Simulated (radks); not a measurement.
Species: Gd9+. Configuration: [Kr] 4d10 4f5 5s2 5p2 (the NIST ground configuration). All-electron calculation, Dirac Kohn-Sham, PBE, spin-unpolarised, spherical densities, finite nucleus; open shells fill j = l - 1/2 first; Fermi nuclear charge, rms radius 5.1569 fm. Program: a radial shooting solver on a logarithmic mesh with Libxc functionals.

Unscreened Slater integrals over Kohn-Sham orbitals (cm^-1). Large and small components are both included. Empty in this configuration: 4f7/2.

integral          value
F0(4f5/2,4f5/2)  277220
F2(4f5/2,4f5/2)  136520
F4(4f5/2,4f5/2)   86656
F0(4f5/2,5p1/2)  183330
G2(4f5/2,5p1/2)   30360
F0(4f5/2,5s1/2)  192590
G3(4f5/2,5s1/2)   31926
F0(4f5/2,4d5/2)  293260
F2(4f5/2,4d5/2)  144360
F4(4f5/2,4d5/2)   93061
G1(4f5/2,4d5/2)  168770
G3(4f5/2,4d5/2)  107480
G5(4f5/2,4d5/2)   76416
F0(4f5/2,4f7/2)  276200
F2(4f5/2,4f7/2)  136060
F4(4f5/2,4f7/2)   86368
G2(4f5/2,4f7/2)  135720
G4(4f5/2,4f7/2)   86166
G6(4f5/2,4f7/2)   62285
F0(5p1/2,5p1/2)  154040
F0(5p1/2,5s1/2)  158760
G1(5p1/2,5s1/2)  110240
F0(5p1/2,4d5/2)  188130
G3(5p1/2,4d5/2)   18201
F0(5p1/2,4f7/2)  183070
G4(5p1/2,4f7/2)   25272
F0(5s1/2,5s1/2)  164100
F0(5s1/2,4d5/2)  198090
G2(5s1/2,4d5/2)   22837
F0(5s1/2,4f7/2)  192290
G3(5s1/2,4f7/2)   32322
F0(4d5/2,4d5/2)  314170
F2(4d5/2,4d5/2)  160190
F4(4d5/2,4d5/2)  107430
F0(4d5/2,4f7/2)  292100
F2(4d5/2,4f7/2)  143830
F4(4d5/2,4f7/2)   92733
G1(4d5/2,4f7/2)  168520
G3(4d5/2,4f7/2)  107280
G5(4d5/2,4f7/2)   76269
F0(4f7/2,4f7/2)  275190
F2(4f7/2,4f7/2)  135610
F4(4f7/2,4f7/2)   86091
F6(4f7/2,4f7/2)   62230
